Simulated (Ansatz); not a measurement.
Basis sets compared for the cluster Ba₃Se₂. Total charge 0; singlet. Geometry PBE0-D4/def2-SVP. Ansatz on 4 threads of Arm Neoverse V2 on a shared host; times are rough, and most runs start from earlier orbitals.

Cartesian coordinates in Å:
```
Ba -0.337 -2.301 1.913
Ba -1.496 1.516 -0.848
Ba 2.959 -0.357 -0.427
Se -2.464 -0.558 1.016
Se 1.337 1.699 -1.654
```

In the def2 sets Ba takes a core potential; there is no spin–orbit coupling. The restricted singlet is unstable towards broken spin symmetry in Hartree–Fock (as tested in another run); at PBE-D4/def2-SVP, PBE-D4/def2-TZVP, PBE0-D4/def2-SVP, PBE0-D4/def2-TZVP this wasn't settled. Another isomer (singlet) lies 1.01 eV lower at PBE0-D4/def2-TZVP; other spin states weren't run for this one.

Binding counts from free atoms (Ba singlet, Se triplet) in the same basis, without a counterpoise term.

| level | functions | energy (Eh) | HOMO (eV) | LUMO (eV) | binding per atom (eV) | wall time |
| --- | --- | --- | --- | --- | --- | --- |
| PBE-D4/def2-SVP | 154 | -4878.4709 | -2.82 | -1.79 | 2.66 | 3.7 s |
| PBE0-D4/def2-SVP | 154 | -4878.5630 | -3.23 | -1.35 | 2.61 | 6 s |

(1) Estimate the rows for PBE-D4/def2-TZVP (with forces), PBE0-D4/def2-TZVP.

Answers

(1) 
| level | functions | energy (Eh) | HOMO (eV) | LUMO (eV) | binding per atom (eV) | wall time |
| --- | --- | --- | --- | --- | --- | --- |
| PBE-D4/def2-TZVP (with forces) | 216 | -4879.1390 | -2.82 | -1.80 | 2.66 | 5.5 s |
| PBE0-D4/def2-TZVP | 216 | -4879.2312 | -3.22 | -1.37 | 2.63 | 8 s |
